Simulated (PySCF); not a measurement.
B3LYP has the VWN-RPA correlation part, as in Gaussian. Excitations are Tamm–Dancoff values on a coarser integration grid. The basis has no diffuse functions, so Rydberg states are missing or too high.

# C₃H₉In, SMILES `[In]([CH3])([CH3])[CH3]` (charge 0, multiplicity 1)

Method: B3LYP-D3(BJ)/def2-TZVP (PySCF).

```json
{
 "HOMO": "-6.75 eV",
 "dipole_moment": "0.01 D",
 "HOMO–LUMO gap": "5.57 eV",
 "LUMO": "-1.18 eV",
 "S1 excitation (TDA)": "4.50 eV",
 "S1 oscillator strength": "0.000",
 "brightest of the four lowest singlets (TDA)": "6.05 eV",
 "T1 excitation (TDA)": "4.28 eV",
 "S1–T1 gap (TDA)": "0.23 eV",
 "total_energy": "-309.9917 Ha",
 "cost": "around 8 core-minutes (rough)"
}
```

```xyz
13

C     -0.2132     2.1512     0.4396
In     0.0073     0.0080     0.0765
C      1.9823    -0.9273     0.0724
C     -1.7638    -1.2190    -0.2923
H     -1.0660     2.5526    -0.1078
H     -0.3872     2.3164     1.5053
H      0.6878     2.6934     0.1538
H      2.1948    -1.3291    -0.9202
H      2.0022    -1.7592     0.7781
H      2.7633    -0.2162     0.3381
H     -1.9762    -1.2275    -1.3638
H     -1.6028    -2.2477     0.0296
H     -2.6346    -0.8119     0.2215
```
Charge 0, spin multiplicity 1.
